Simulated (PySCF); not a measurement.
# Electronic structure of Ag (silver, neutral) at the UHF level

Configuration: [Kr] 4d9 5s2, 2D determinant (an excited configuration). Calculation: PySCF 2.14, in x2c-TZVPPall with one added diffuse shell each of s, p, d, f type (9s7p7d3f1g, 95 functions); the spin-free X2C one-electron Hamiltonian (Gaussian nucleus).

| Property | Result |
| --- | --- |
| Total energy | -5312.676557 hartree |
| One-electron energy | -7322.2644 hartree |
| Hartree (Coulomb) energy | 2157.5646 hartree |
| Exchange energy | -147.9767 hartree |
| ⟨S²⟩ | 0.7530 |
| ⟨L²⟩ | 6.026 |
| Sum of ⟨r⟩ | 33.53 bohr |
| Sum of ⟨r²⟩ | 54.00 bohr² |
| Traceless quadrupole moment −½Σ⟨3z² − r²⟩ along its main axis | -0.363 e·bohr² |
| Langevin diamagnetic susceptibility | -42.8 ×10⁻⁶ cm³/mol |

```json
{"shell": "1s α", "electrons": "1", "mean orbital energy (eV)": "-25649.4", "spread (eV)": "0", "rms radius, mean of both spins (bohr)": "0.0357"}
{"shell": "1s β", "electrons": "1", "mean orbital energy (eV)": "-25649.4", "spread (eV)": "0", "rms radius, mean of both spins (bohr)": "0.0357"}
{"shell": "2s α", "electrons": "1", "mean orbital energy (eV)": "-3866.9", "spread (eV)": "0", "rms radius, mean of both spins (bohr)": "0.146"}
{"shell": "2s β", "electrons": "1", "mean orbital energy (eV)": "-3866.5", "spread (eV)": "0", "rms radius, mean of both spins (bohr)": "0.146"}
{"shell": "2p α", "electrons": "3", "mean orbital energy (eV)": "-3463.8", "spread (eV)": "0.366", "rms radius, mean of both spins (bohr)": "0.130"}
{"shell": "2p β", "electrons": "3", "mean orbital energy (eV)": "-3463.4", "spread (eV)": "0.048", "rms radius, mean of both spins (bohr)": "0.130"}
{"shell": "3s α", "electrons": "1", "mean orbital energy (eV)": "-749.97", "spread (eV)": "0", "rms radius, mean of both spins (bohr)": "0.392"}
{"shell": "3s β", "electrons": "1", "mean orbital energy (eV)": "-749.79", "spread (eV)": "0", "rms radius, mean of both spins (bohr)": "0.392"}
{"shell": "3p α", "electrons": "3", "mean orbital energy (eV)": "-613.97", "spread (eV)": "0.698", "rms radius, mean of both spins (bohr)": "0.394"}
{"shell": "3p β", "electrons": "3", "mean orbital energy (eV)": "-613.75", "spread (eV)": "0.469", "rms radius, mean of both spins (bohr)": "0.394"}
{"shell": "3d α", "electrons": "5", "mean orbital energy (eV)": "-399.28", "spread (eV)": "0.835", "rms radius, mean of both spins (bohr)": "0.376"}
{"shell": "3d β", "electrons": "5", "mean orbital energy (eV)": "-398.78", "spread (eV)": "1.338", "rms radius, mean of both spins (bohr)": "0.376"}
{"shell": "4s α", "electrons": "1", "mean orbital energy (eV)": "-122.01", "spread (eV)": "0", "rms radius, mean of both spins (bohr)": "0.975"}
{"shell": "4s β", "electrons": "1", "mean orbital energy (eV)": "-120.01", "spread (eV)": "0", "rms radius, mean of both spins (bohr)": "0.975"}
{"shell": "4p α", "electrons": "3", "mean orbital energy (eV)": "-80.229", "spread (eV)": "1.690", "rms radius, mean of both spins (bohr)": "1.07"}
{"shell": "4p β", "electrons": "3", "mean orbital energy (eV)": "-77.741", "spread (eV)": "1.315", "rms radius, mean of both spins (bohr)": "1.07"}
{"shell": "4d α", "electrons": "5", "mean orbital energy (eV)": "-18.695", "spread (eV)": "2.022", "rms radius, mean of both spins (bohr)": "1.46"}
{"shell": "4d β", "electrons": "4", "mean orbital energy (eV)": "-17.568", "spread (eV)": "1.514", "rms radius, mean of both spins (bohr)": "1.46"}
{"shell": "5s α", "electrons": "1", "mean orbital energy (eV)": "-7.644", "spread (eV)": "0", "rms radius, mean of both spins (bohr)": "3.41"}
{"shell": "5s β", "electrons": "1", "mean orbital energy (eV)": "-7.324", "spread (eV)": "0", "rms radius, mean of both spins (bohr)": "3.41"}
```

Densities and radii are taken from the X2C orbitals without a picture-change correction, which distorts them close to the nucleus.

Spin-orbit constants ζ (cm⁻¹) from the X2C one-electron operator on these orbitals: bare nucleus, nucleus screened by l(l+1)(2l+1)/3 electrons, and screened by the Breit-Pauli mean field of the electrons.

```csv
shell,bare,screened nucleus,mean field
2p,944000,903900,n/a
3p,168800,161600,n/a
3d,24880,19590,n/a
4p,25930,24830,n/a
4d,2395,1886,n/a
```

To first order the Landé constant is A = -1886 cm⁻¹, so the lowest level has J = 5/2 and lies 0.234 eV below the centre of the term.
